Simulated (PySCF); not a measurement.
# Optical rotation: `CC#C[Si@H]1P[Si@H](F)P1`, C₃H₇FP₂Si₂

Geometry (Å), atoms numbered from 1 in this order:
```xyz
15

C     3.321    0.764   -0.668
C     2.122    0.287   -0.022
C     1.128   -0.118    0.529
Si   -0.426   -0.709    1.322
P    -1.990    0.950    1.512
Si   -3.031   -0.250   -0.091
F    -4.495   -0.684    0.426
P    -1.662   -2.044   -0.065
H     3.292    0.524   -1.731
H     3.403    1.844   -0.549
H     4.194    0.291   -0.220
H    -0.186   -1.364    2.612
H    -1.384    1.832    0.636
H    -3.294    0.394   -1.368
H    -0.995   -1.709   -1.230
```

Computed with TDDFT PBE0/def2-SVPD circular dichroism and optical rotation, one conformer, gas phase in PySCF. Geometry: GFN2-xTB.

Singlets 7 and 8 lie within 0.01 eV of each other, so their separate moments and overlaps can depend on how they mix.

Task: What is the specific rotation at 633, 589.3, 546, 436, 405, 365, 355 nm?

Result: [α] in deg dm⁻¹ (g/mL)⁻¹:
| λ (nm) | origin-invariant length gauge | modified velocity gauge | length gauge (centre of mass) | isotropic polarisability (au) |
| --- | --- | --- | --- | --- |
| 633 | +25.6 | +27.1 | +25.6 | 146.6 |
| 589.3 | +30.9 | +32.7 | +30.8 | 147.5 |
| 546 | +37.9 | +40.1 | +37.8 | 148.7 |
| 436 | +74.6 | +79.1 | +74.4 | 153.7 |
| 405 | +96.1 | +102.0 | +95.8 | 156.1 |
| 365 | +143.1 | +152.2 | +142.8 | 160.5 |
| 355 | +160.9 | +171.2 | +160.5 | 162.0 |

Task: And for the mirror image at 589.3 nm?

Result: -30.9 deg dm⁻¹ (g/mL)⁻¹ (origin-invariant length gauge): the same size and the opposite sign.

Task: What is the molar rotation [Φ] = [α]·M/100 of the geometry above at 589.3 nm?

Result: With M = 180.21 g/mol, +55.6 deg cm² dmol⁻¹ (origin-invariant length gauge).

The first excitation lies at 4.50 eV (276 nm) with R = 0.0 × 10⁻⁴⁰ esu² cm² (velocity form).
